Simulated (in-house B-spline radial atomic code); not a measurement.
Radial electron density of Rb²⁺, [Ar] 3d9 4s2 4p5 5s1. Method: scalar-relativistic (X2C) PBE0, spin-polarised, spherical fractional occupations, Fermi nucleus of rms radius 4.2036 fm. Calculated with an all-electron radial atomic-structure program (B-spline basis).

Caution: exact exchange at fractional occupations of open shells leaves self-interaction of up to several eV.

One-electron X2C: radii and densities carry no picture-change correction, so inner-shell <1/r> comes out high (for 1s by about 2 % at Z = 33, 5 % at 54, 10 % at 75, 30 % at 118) and <r> low.

Columns: r (bohr), 4πr²n(r) (electrons per bohr), bar.

```
 0.00157    1.547 #
 0.00194    2.207 ##
  0.0024    3.137 ###
 0.00297     4.43 ####
 0.00367    6.184 #####
 0.00454    8.552 #######
 0.00561    11.64 #########
 0.00695    15.64 #############
 0.00859    20.48 ################
  0.0106    26.07 #####################
  0.0131    32.18 ##########################
  0.0163    38.32 ###############################
  0.0201    43.16 ###################################
  0.0249    45.99 #####################################
  0.0308    45.98 #####################################
  0.0381    43.38 ###################################
  0.0471    39.85 ################################
  0.0583    38.16 ###############################
  0.0721    40.79 #################################
  0.0892    47.51 ######################################
    0.11    54.14 ###########################################
   0.137    54.86 ############################################
   0.169    47.26 ######################################
   0.209    36.34 #############################
   0.259    30.92 #########################
    0.32    34.03 ###########################
   0.396     38.4 ###############################
    0.49    35.07 ############################
   0.606    24.16 ###################
   0.749    13.42 ###########
   0.927    8.187 #######
    1.15     7.07 ######
    1.42    6.091 #####
    1.75    4.001 ###
    2.17    1.938 ##
    2.69   0.8824 #
    3.32   0.5031 
    4.11    0.271 
    5.08  0.09898 
    6.29  0.02051 
    7.78 0.002086 
    9.63 9.133e-05 
    11.9 1.316e-06
```

On this grid the curve has 3 maxima, near 0.0249, 0.137, 0.396 bohr.

The 3d up radial function P(r) = rR(r), positive near the nucleus:

| r (bohr) | P |
| --- | --- |
| 0.0131 | 0.001974 |
| 0.0201 | 0.006398 |
| 0.0308 | 0.01992 |
| 0.0471 | 0.05831 |
| 0.0721 | 0.1572 |
| 0.11 | 0.3724 |
| 0.169 | 0.7525 |
| 0.259 | 1.198 |
| 0.396 | 1.407 |
| 0.606 | 1.125 |
| 0.927 | 0.5554 |
| 1.42 | 0.1454 |
| 2.17 | 0.01574 |
